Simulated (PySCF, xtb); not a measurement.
In(I) cation (IIn), SMILES [I][In] (connectivity only; charge and spin as stated), charge +1, multiplicity 2.

Harmonic wavenumbers (cm⁻¹) from GFN2-xTB run with xtb at its own minimum, in rising order: 78.

### Question
What does PBE0-D3(BJ)/def2-TZVP (PySCF) give at its own minimum? (Estimate from the structure and the level; the computed values follow.)

### Answer
80. Paired by order, the mean absolute difference is 3 cm⁻¹ and the zero-point energies are 0.1 and 0.1 kcal/mol.
